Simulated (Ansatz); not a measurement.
Geometry optimisation, RHF/def2-mTZVP (Ansatz 0.2.0).

Input:

```yaml
crystal:
  periodic: [false, false, false]
  atoms:
    - { symbol: C, position_ang: [-0.8471, -0.5123, 2.0285] }
    - { symbol: S, position_ang: [0.64, -1.0748, 1.2596] }
    - { symbol: Ge, position_ang: [0.3074, 0.0403, -0.6609] }
    - { symbol: "N", position_ang: [1.7602, -0.4225, -1.8509] }
    - { symbol: "N", position_ang: [0.4173, 1.8684, -0.3514] }
    - { symbol: O, position_ang: [-1.2517, -0.3664, -1.3491] }
    - { symbol: H, position_ang: [-0.8311, 0.6375, 2.1353] }
    - { symbol: H, position_ang: [-1.7299, -0.7375, 1.388] }
    - { symbol: H, position_ang: [-1.0035, -0.9084, 3.0628] }
    - { symbol: H, position_ang: [1.584, -1.4552, -2.0047] }
    - { symbol: H, position_ang: [1.4618, 0.0551, -2.7244] }
    - { symbol: H, position_ang: [-0.4306, 2.1392, 0.2088] }
    - { symbol: H, position_ang: [1.1722, 2.065, 0.2945] }
    - { symbol: H, position_ang: [-1.2619, -1.3576, -1.4073] }
basis:
  gaussian: { orbitals: def2-mTZVP }
hamiltonian:
  xc: hf
relax:
  f_tol: 0.015
  max_steps: 40
output:
  orbitals: {}
```

Launched with:

```bash
$ ansatz run input.yaml --threads 2 --pin off --max-ram 3072MiB --backend cpu --events-out ev --progress --plain --runs-dir out
```

Problem. Where does it end, and by what steps?

Solution. The forces met the threshold. After 13 steps the energy has fallen by 1.004 eV; H12 moved furthest, 0.63 Å.

| step | energy less start (eV) | largest force component (eV/Å) | accepted |
| --- | --- | --- | --- |
| 0 | 0.0000 | 3.097 | yes |
| 1 | -0.7163 | 1.289 | yes |
| 2 | -0.9106 | 1.104 | yes |
| 3 | -0.9712 | 0.515 | yes |
| 4 | -0.9911 | 0.396 | yes |
| 5 | -0.9708 | 0.554 | no |
| 6 | -1.0021 | 0.103 | yes |
| 7 | -0.9995 | 0.228 | no |
| 8 | -1.0037 | 0.040 | yes |
| 9 | -1.0038 | 0.042 | yes |
| 10 | -1.0040 | 0.018 | yes |
| 11 | -1.0040 | 0.041 | yes |
| 12 | -1.0041 | 0.016 | yes |
| 13 | -1.0041 | 0.006 | yes |

```xyz
14
Properties=species:S:1:pos:R:3
C -0.881 -0.657 2.161
S 0.615 -1.113 1.202
Ge 0.327 0.082 -0.653
N 1.646 -0.494 -1.744
N 0.414 1.885 -0.546
O -1.330 -0.130 -1.216
H -0.857 0.385 2.441
H -1.780 -0.863 1.602
H -0.873 -1.260 3.055
H 1.836 -1.470 -1.820
H 1.753 -0.036 -2.625
H -0.447 2.362 -0.381
H 1.149 2.289 -0.006
H -1.585 -1.011 -1.442
```

The run took 78 s on 2 threads of Arm Neoverse V1, on a shared host, peak memory 0.5 GiB.
